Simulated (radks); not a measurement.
Species: Tc I. Configuration: [Kr] 4d5 5s2. All-electron calculation, scalar-relativistic Kohn-Sham, r2SCAN, spin-polarised, spherical densities, finite nucleus; open shells are filled with parallel spins first (spin-orbit coupling, left out, can overturn this in heavy ions); meta-GGA in the generalised Kohn-Sham scheme; Fermi nuclear charge, rms radius 4.4112 fm. Program: a radial shooting solver on a logarithmic mesh with Libxc functionals.

Normalised radial functions P(r) = r R(r), r in bohr:

```
   r/bohr * 4s down, o 4p down, + 5s up (the largest magnitude, 1.11, reaches the edge; | marks zero, & curves that meet)
 0.002429                             o+*
 0.003265                             o+*
 0.004355                             o+ *
 0.005855                             o+  *
 0.007872                             |&   *
   0.0105                             |o+  *
  0.01412                             |o+   *
  0.01898                             | &   *
  0.02552                             | +o *
  0.03403                             |+ * o
  0.04576                            *+      o
  0.06152                        *  + |       o
  0.08271                    *     +  |        o
   0.1103                    *     +  |      o
   0.1483                        *   +|o
   0.1994                      o      | +  *
   0.2681                o            |   +        *
   0.3576                 o           |   +         *
   0.4808                           o + *
   0.6464             *         +     |            o
   0.8621  *                  +       |                       o
    1.159    *                     +  |                        o
    1.558               *             |     +          o
    2.095                        *    |       o     +
    2.794                            *| o             +
    3.757                             *o          +
    5.051                             &      +
    6.791                             & +
    9.058                             &+
    12.18                             &
```

4s down: eigenvalue -72.869 eV, 3 radial nodes at r = 0.0434, 0.174, 0.495 bohr, <r> = 1.06 bohr, 90 % of the charge inside 1.53 bohr. 4p down: eigenvalue -43.829 eV, 2 radial nodes at r = 0.155, 0.505 bohr, <r> = 1.17 bohr, 90 % of the charge inside 1.73 bohr. 5s up: eigenvalue -5.804 eV, 4 radial nodes at r = 0.0433, 0.173, 0.481, 1.28 bohr, <r> = 3.13 bohr, 90 % of the charge inside 4.66 bohr.
